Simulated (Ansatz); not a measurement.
# Molecular dynamics of CH₉NOSSi

input.yaml

```yaml
crystal:
  periodic: [false, false, false]
  atoms:
    - { symbol: Si, position_ang: [-0.4553, 0.5578, 1.0975] }
    - { symbol: O, position_ang: [0.4091, -0.8885, -0.1065] }
    - { symbol: C, position_ang: [0.1855, -1.2545, -1.437] }
    - { symbol: H, position_ang: [-0.6439, 1.7379, 1.9573] }
    - { symbol: H, position_ang: [-0.6018, -0.602, 1.9673] }
    - { symbol: "N", position_ang: [-1.3963, 1.0815, -0.2276] }
    - { symbol: H, position_ang: [1.5304, -0.3204, 0.0891] }
    - { symbol: S, position_ang: [2.0072, 1.1118, 1.0523] }
    - { symbol: H, position_ang: [0.307, -0.407, -2.1205] }
    - { symbol: H, position_ang: [-0.8279, -1.6518, -1.527] }
    - { symbol: H, position_ang: [0.8925, -2.0406, -1.7173] }
    - { symbol: H, position_ang: [-2.0695, 1.8162, -0.1112] }
    - { symbol: H, position_ang: [-1.6067, 0.5048, -1.0224] }
    - { symbol: H, position_ang: [2.2696, 0.3545, 2.1061] }
magnetization:
  spin_polarized: true
basis:
  gaussian: { orbitals: "6-31G*" }
hamiltonian:
  xc: hf
md:
  timestep: 0.5
  n_steps: 150
  ensemble: nve
  temperature: 100.0
  initial_velocities: maxwell_boltzmann
  seed: 206767
```

Command:

```bash
$ ansatz run input.yaml --threads 2 --pin off --max-ram 3072MiB --backend cpu --events-out ev --progress --plain --runs-dir out
```

It starts from a rough guess of a transition structure, not a stationary point.

Output, in part (one step line in 2, the closing report, with atoms numbered from 0):

```
md step     0: t =     0.00 fs  T =   100.0 K  F+E_penalty+E_count = -23368.83228535 eV  E_kin = 0.155112 eV  conserved = -23368.67717335 eV  (43 SCF iters)
md step     2: t =     1.00 fs  T =   149.4 K  F+E_penalty+E_count = -23368.90849358 eV  E_kin = 0.231690 eV  conserved = -23368.67680357 eV  (39 SCF iters)
md step     4: t =     2.00 fs  T =   273.3 K  F+E_penalty+E_count = -23369.10023969 eV  E_kin = 0.423883 eV  conserved = -23368.67635685 eV  (40 SCF iters)
md step     6: t =     3.00 fs  T =   480.5 K  F+E_penalty+E_count = -23369.42517544 eV  E_kin = 0.745269 eV  conserved = -23368.67990622 eV  (38 SCF iters)
md step     8: t =     4.00 fs  T =   619.8 K  F+E_penalty+E_count = -23369.65691577 eV  E_kin = 0.961442 eV  conserved = -23368.69547353 eV  (38 SCF iters)
md step    10: t =     5.00 fs  T =   303.5 K  F+E_penalty+E_count = -23369.15660427 eV  E_kin = 0.470778 eV  conserved = -23368.68582605 eV  (39 SCF iters)
md step    12: t =     6.00 fs  T =   160.3 K  F+E_penalty+E_count = -23368.91497414 eV  E_kin = 0.248571 eV  conserved = -23368.66640296 eV  (36 SCF iters)
md step    14: t =     7.00 fs  T =   596.4 K  F+E_penalty+E_count = -23369.62608428 eV  E_kin = 0.925054 eV  conserved = -23368.70103048 eV  (37 SCF iters)
md step    16: t =     8.00 fs  T =   570.3 K  F+E_penalty+E_count = -23369.56921612 eV  E_kin = 0.884618 eV  conserved = -23368.68459776 eV  (41 SCF iters)
md step    18: t =     9.00 fs  T =   332.3 K  F+E_penalty+E_count = -23369.19239498 eV  E_kin = 0.515498 eV  conserved = -23368.67689734 eV  (42 SCF iters)
md step    20: t =    10.00 fs  T =   176.9 K  F+E_penalty+E_count = -23368.95029659 eV  E_kin = 0.274464 eV  conserved = -23368.67583291 eV  (42 SCF iters)
md step    22: t =    11.00 fs  T =   163.8 K  F+E_penalty+E_count = -23368.92981976 eV  E_kin = 0.254085 eV  conserved = -23368.67573524 eV  (41 SCF iters)
md step    24: t =    12.00 fs  T =   299.5 K  F+E_penalty+E_count = -23369.14046023 eV  E_kin = 0.464557 eV  conserved = -23368.67590287 eV  (40 SCF iters)
md step    26: t =    13.00 fs  T =   565.7 K  F+E_penalty+E_count = -23369.55744721 eV  E_kin = 0.877423 eV  conserved = -23368.68002463 eV  (40 SCF iters)
md step    28: t =    14.00 fs  T =   779.2 K  F+E_penalty+E_count = -23369.90489250 eV  E_kin = 1.208663 eV  conserved = -23368.69622986 eV  (40 SCF iters)
md step    30: t =    15.00 fs  T =   491.6 K  F+E_penalty+E_count = -23369.45316853 eV  E_kin = 0.762459 eV  conserved = -23368.69070955 eV  (37 SCF iters)
md step    32: t =    16.00 fs  T =   259.4 K  F+E_penalty+E_count = -23369.06537707 eV  E_kin = 0.402434 eV  conserved = -23368.66294344 eV  (34 SCF iters)
md step    34: t =    17.00 fs  T =   679.8 K  F+E_penalty+E_count = -23369.75637382 eV  E_kin = 1.054449 eV  conserved = -23368.70192495 eV  (37 SCF iters)
md step    36: t =    18.00 fs  T =   653.9 K  F+E_penalty+E_count = -23369.69943666 eV  E_kin = 1.014289 eV  conserved = -23368.68514786 eV  (39 SCF iters)
md step    38: t =    19.00 fs  T =   401.8 K  F+E_penalty+E_count = -23369.30011341 eV  E_kin = 0.623189 eV  conserved = -23368.67692407 eV  (39 SCF iters)
md step    40: t =    20.00 fs  T =   237.7 K  F+E_penalty+E_count = -23369.04425591 eV  E_kin = 0.368690 eV  conserved = -23368.67556575 eV  (41 SCF iters)
md step    42: t =    21.00 fs  T =   235.2 K  F+E_penalty+E_count = -23369.03975862 eV  E_kin = 0.364757 eV  conserved = -23368.67500208 eV  (37 SCF iters)
md step    44: t =    22.00 fs  T =   416.5 K  F+E_penalty+E_count = -23369.32144027 eV  E_kin = 0.645979 eV  conserved = -23368.67546096 eV  (43 SCF iters)
md step    46: t =    23.00 fs  T =   743.1 K  F+E_penalty+E_count = -23369.83612962 eV  E_kin = 1.152663 eV  conserved = -23368.68346655 eV  (39 SCF iters)
md step    48: t =    24.00 fs  T =   892.8 K  F+E_penalty+E_count = -23370.08956071 eV  E_kin = 1.384860 eV  conserved = -23368.70470105 eV  (37 SCF iters)
md step    50: t =    25.00 fs  T =   469.0 K  F+E_penalty+E_count = -23369.39529974 eV  E_kin = 0.727423 eV  conserved = -23368.66787684 eV  (37 SCF iters)
md step    52: t =    26.00 fs  T =   622.0 K  F+E_penalty+E_count = -23369.65245857 eV  E_kin = 0.964766 eV  conserved = -23368.68769241 eV  (36 SCF iters)
md step    54: t =    27.00 fs  T =   949.2 K  F+E_penalty+E_count = -23370.17179634 eV  E_kin = 1.472329 eV  conserved = -23368.69946735 eV  (38 SCF iters)
md step    56: t =    28.00 fs  T =   714.4 K  F+E_penalty+E_count = -23369.78823451 eV  E_kin = 1.108067 eV  conserved = -23368.68016742 eV  (37 SCF iters)
md step    58: t =    29.00 fs  T =   444.6 K  F+E_penalty+E_count = -23369.36412849 eV  E_kin = 0.689584 eV  conserved = -23368.67454425 eV  (40 SCF iters)
md step    60: t =    30.00 fs  T =   392.0 K  F+E_penalty+E_count = -23369.28207577 eV  E_kin = 0.608089 eV  conserved = -23368.67398657 eV  (40 SCF iters)
md step    62: t =    31.00 fs  T =   588.0 K  F+E_penalty+E_count = -23369.58807666 eV  E_kin = 0.912027 eV  conserved = -23368.67604925 eV  (40 SCF iters)
md step    64: t =    32.00 fs  T =   927.3 K  F+E_penalty+E_count = -23370.12539091 eV  E_kin = 1.438414 eV  conserved = -23368.68697666 eV  (35 SCF iters)
md step    66: t =    33.00 fs  T =   990.0 K  F+E_penalty+E_count = -23370.24195216 eV  E_kin = 1.535618 eV  conserved = -23368.70633393 eV  (36 SCF iters)
md step    68: t =    34.00 fs  T =   549.2 K  F+E_penalty+E_count = -23369.50938430 eV  E_kin = 0.851953 eV  conserved = -23368.65743171 eV  (37 SCF iters)
md step    70: t =    35.00 fs  T =   880.8 K  F+E_penalty+E_count = -23370.06421323 eV  E_kin = 1.366221 eV  conserved = -23368.69799215 eV  (37 SCF iters)
md step    72: t =    36.00 fs  T =  1123.9 K  F+E_penalty+E_count = -23370.43950686 eV  E_kin = 1.743317 eV  conserved = -23368.69618968 eV  (37 SCF iters)
md step    74: t =    37.00 fs  T =   844.7 K  F+E_penalty+E_count = -23369.98880772 eV  E_kin = 1.310167 eV  conserved = -23368.67864120 eV  (39 SCF iters)
md step    76: t =    38.00 fs  T =   588.0 K  F+E_penalty+E_count = -23369.58638604 eV  E_kin = 0.912107 eV  conserved = -23368.67427943 eV  (40 SCF iters)
md step    78: t =    39.00 fs  T =   557.5 K  F+E_penalty+E_count = -23369.53901473 eV  E_kin = 0.864779 eV  conserved = -23368.67423602 eV  (35 SCF iters)
md step    80: t =    40.00 fs  T =   762.0 K  F+E_penalty+E_count = -23369.85848197 eV  E_kin = 1.181905 eV  conserved = -23368.67657714 eV  (38 SCF iters)
md step    82: t =    41.00 fs  T =  1083.5 K  F+E_penalty+E_count = -23370.36887642 eV  E_kin = 1.680700 eV  conserved = -23368.68817668 eV  (38 SCF iters)
md step    84: t =    42.00 fs  T =  1085.5 K  F+E_penalty+E_count = -23370.39072691 eV  E_kin = 1.683700 eV  conserved = -23368.70702716 eV  (36 SCF iters)
md step    86: t =    43.00 fs  T =   616.7 K  F+E_penalty+E_count = -23369.61021462 eV  E_kin = 0.956635 eV  conserved = -23368.65357973 eV  (37 SCF iters)
md step    88: t =    44.00 fs  T =  1015.1 K  F+E_penalty+E_count = -23370.27593826 eV  E_kin = 1.574473 eV  conserved = -23368.70146545 eV  (39 SCF iters)
md step    90: t =    45.00 fs  T =  1244.6 K  F+E_penalty+E_count = -23370.62646711 eV  E_kin = 1.930549 eV  conserved = -23368.69591854 eV  (37 SCF iters)
md step    92: t =    46.00 fs  T =   946.7 K  F+E_penalty+E_count = -23370.14718288 eV  E_kin = 1.468448 eV  conserved = -23368.67873506 eV  (39 SCF iters)
md step    94: t =    47.00 fs  T =   681.1 K  F+E_penalty+E_count = -23369.73027768 eV  E_kin = 1.056437 eV  conserved = -23368.67384034 eV  (40 SCF iters)
md step    96: t =    48.00 fs  T =   669.6 K  F+E_penalty+E_count = -23369.71228618 eV  E_kin = 1.038663 eV  conserved = -23368.67362273 eV  (41 SCF iters)
md step    98: t =    49.00 fs  T =   922.1 K  F+E_penalty+E_count = -23370.10814703 eV  E_kin = 1.430251 eV  conserved = -23368.67789602 eV  (38 SCF iters)
md step   100: t =    50.00 fs  T =  1241.3 K  F+E_penalty+E_count = -23370.61967753 eV  E_kin = 1.925346 eV  conserved = -23368.69433157 eV  (38 SCF iters)
md step   102: t =    51.00 fs  T =  1071.3 K  F+E_penalty+E_count = -23370.36619063 eV  E_kin = 1.661775 eV  conserved = -23368.70441530 eV  (38 SCF iters)
md step   104: t =    52.00 fs  T =   651.3 K  F+E_penalty+E_count = -23369.66096120 eV  E_kin = 1.010177 eV  conserved = -23368.65078378 eV  (36 SCF iters)
md step   106: t =    53.00 fs  T =  1163.6 K  F+E_penalty+E_count = -23370.51260447 eV  E_kin = 1.804948 eV  conserved = -23368.70765604 eV  (36 SCF iters)
md step   108: t =    54.00 fs  T =  1241.7 K  F+E_penalty+E_count = -23370.61613240 eV  E_kin = 1.926091 eV  conserved = -23368.69004108 eV  (36 SCF iters)
md step   110: t =    55.00 fs  T =   947.1 K  F+E_penalty+E_count = -23370.14611300 eV  E_kin = 1.469129 eV  conserved = -23368.67698359 eV  (40 SCF iters)
md step   112: t =    56.00 fs  T =   762.2 K  F+E_penalty+E_count = -23369.85610773 eV  E_kin = 1.182196 eV  conserved = -23368.67391163 eV  (58 SCF iters)
md step   114: t =    57.00 fs  T =   834.0 K  F+E_penalty+E_count = -23369.96767724 eV  E_kin = 1.293573 eV  conserved = -23368.67410425 eV  (40 SCF iters)
md step   116: t =    58.00 fs  T =  1144.9 K  F+E_penalty+E_count = -23370.45600472 eV  E_kin = 1.775819 eV  conserved = -23368.68018584 eV  (39 SCF iters)
md step   118: t =    59.00 fs  T =  1423.2 K  F+E_penalty+E_count = -23370.90844547 eV  E_kin = 2.207523 eV  conserved = -23368.70092242 eV  (37 SCF iters)
md step   120: t =    60.00 fs  T =  1086.1 K  F+E_penalty+E_count = -23370.37486665 eV  E_kin = 1.684612 eV  conserved = -23368.69025421 eV  (37 SCF iters)
md step   122: t =    61.00 fs  T =   903.9 K  F+E_penalty+E_count = -23370.06759566 eV  E_kin = 1.402079 eV  conserved = -23368.66551686 eV  (38 SCF iters)
md step   124: t =    62.00 fs  T =  1385.9 K  F+E_penalty+E_count = -23370.85638332 eV  E_kin = 2.149686 eV  conserved = -23368.70669688 eV  (37 SCF iters)
md step   126: t =    63.00 fs  T =  1262.7 K  F+E_penalty+E_count = -23370.64288625 eV  E_kin = 1.958619 eV  conserved = -23368.68426716 eV  (38 SCF iters)
md step   128: t =    64.00 fs  T =   952.4 K  F+E_penalty+E_count = -23370.15246110 eV  E_kin = 1.477307 eV  conserved = -23368.67515373 eV  (43 SCF iters)
md step   130: t =    65.00 fs  T =   830.9 K  F+E_penalty+E_count = -23369.96270489 eV  E_kin = 1.288893 eV  conserved = -23368.67381144 eV  (58 SCF iters)
md step   132: t =    66.00 fs  T =   970.5 K  F+E_penalty+E_count = -23370.18072509 eV  E_kin = 1.505438 eV  conserved = -23368.67528727 eV  (41 SCF iters)
md step   134: t =    67.00 fs  T =  1293.7 K  F+E_penalty+E_count = -23370.69120039 eV  E_kin = 2.006650 eV  conserved = -23368.68455035 eV  (36 SCF iters)
md step   136: t =    68.00 fs  T =  1419.2 K  F+E_penalty+E_count = -23370.90822155 eV  E_kin = 2.201366 eV  conserved = -23368.70685531 eV  (36 SCF iters)
md step   138: t =    69.00 fs  T =   931.6 K  F+E_penalty+E_count = -23370.11072278 eV  E_kin = 1.445033 eV  conserved = -23368.66569001 eV  (37 SCF iters)
md step   140: t =    70.00 fs  T =  1088.3 K  F+E_penalty+E_count = -23370.37823989 eV  E_kin = 1.688161 eV  conserved = -23368.69007911 eV  (37 SCF iters)
md step   142: t =    71.00 fs  T =  1395.2 K  F+E_penalty+E_count = -23370.86423235 eV  E_kin = 2.164141 eV  conserved = -23368.70009144 eV  (37 SCF iters)
md step   144: t =    72.00 fs  T =  1110.6 K  F+E_penalty+E_count = -23370.40257592 eV  E_kin = 1.722677 eV  conserved = -23368.67989843 eV  (38 SCF iters)
md step   146: t =    73.00 fs  T =   802.9 K  F+E_penalty+E_count = -23369.91932225 eV  E_kin = 1.245397 eV  conserved = -23368.67392487 eV  (44 SCF iters)
md step   148: t =    74.00 fs  T =   739.5 K  F+E_penalty+E_count = -23369.82046525 eV  E_kin = 1.147048 eV  conserved = -23368.67341701 eV  (36 SCF iters)
md step   150: t =    75.00 fs  T =   948.2 K  F+E_penalty+E_count = -23370.14712897 eV  E_kin = 1.470736 eV  conserved = -23368.67639267 eV  (45 SCF iters)
Total energy: -23370.14712897 eV, -858.8370661349 hartree
Atom 0 at    -0.413980     0.999892     1.483596 Å, force     0.696472     0.633414     0.635171 eV/Å
Atom 1 at     0.593490    -1.638397    -0.700649 Å, force     6.711418     1.595113    -1.380109 eV/Å
Atom 2 at     0.060949    -1.687307    -1.987391 Å, force    -1.580060     0.049276     0.269289 eV/Å
Atom 3 at    -0.916418     2.075021     2.366343 Å, force     0.051875     0.047926    -0.214228 eV/Å
Atom 4 at    -0.642101    -0.250299     2.235598 Å, force     0.071811    -0.016793    -0.360444 eV/Å
Atom 5 at    -1.135067     1.115882    -0.059797 Å, force     0.872976    -1.148217     0.161351 eV/Å
Atom 6 at     1.687075    -1.421565    -0.872984 Å, force    -5.523104    -1.120050     1.508395 eV/Å
Atom 7 at     1.804291     1.262249     1.193227 Å, force    -0.628996     0.008658    -0.240540 eV/Å
Atom 8 at     0.201156    -0.791731    -2.602508 Å, force     0.325918    -0.186277     0.335815 eV/Å
Atom 9 at    -0.996082    -1.771949    -1.779593 Å, force    -0.337082    -0.088363    -0.562304 eV/Å
Atom 10 at     0.357396    -2.562883    -2.534683 Å, force     0.341882    -0.253678    -0.243578 eV/Å
Atom 11 at    -1.784253     1.746316    -0.454168 Å, force    -0.168002     0.477436     0.202657 eV/Å
Atom 12 at    -0.801540     0.434027    -0.710740 Å, force    -0.277702     0.140584    -0.124385 eV/Å
Atom 13 at     2.374254     1.413731     2.391269 Å, force    -0.557407    -0.139028     0.012910 eV/Å
Dipole moment:    -0.215973    -0.080466    -0.414210 e Å
```

The run went to its last step. The conserved energy stayed within 2.3 meV per atom of its start (net change 0.056 meV per atom), so there is no drift, though single steps change it by up to 36 meV in the whole system, a sign of fast motions only just resolved. The kinetic energy rose, since the run started high on the potential surface and went downhill. It ends in pieces (CH4O + H5NSSi), so much of that is their flight and rotation, not heat. A run of 0.075 ps of so small a system gives no equilibrium averages. The orbitals were unrestricted but ended closed-shell.

The planned step would form Si1–S8, O2–H7 and break Si1–O2, H7–S8. These pairs go: Si1–S8 2.52 → 2.25 Å, O2–H7 1.27 → 1.13 Å, Si1–O2 2.07 → 3.57 Å, H7–S8 1.79 → 3.39 Å. In the last frame they stand as after the step (other bonds may differ from the relaxed reactants and products). It ends as CH4O + H5NSSi. Pairs count as bonded within 1.25 times the sum of covalent radii (0.12 Å more for H–H).

Last frame:

```xyz
14
Properties=species:S:1:pos:R:3
Si -0.414 1.000 1.484
O 0.594 -1.638 -0.701
C 0.061 -1.687 -1.987
H -0.916 2.075 2.366
H -0.642 -0.250 2.236
N -1.135 1.116 -0.060
H 1.687 -1.422 -0.873
S 1.804 1.262 1.193
H 0.201 -0.792 -2.603
H -0.996 -1.772 -1.780
H 0.357 -2.563 -2.535
H -1.784 1.746 -0.454
H -0.801 0.434 -0.711
H 2.374 1.414 2.391
```

Run time: 5.4 min on 2 threads of Arm Neoverse V1, on a shared host, peak memory 0.28 GiB.
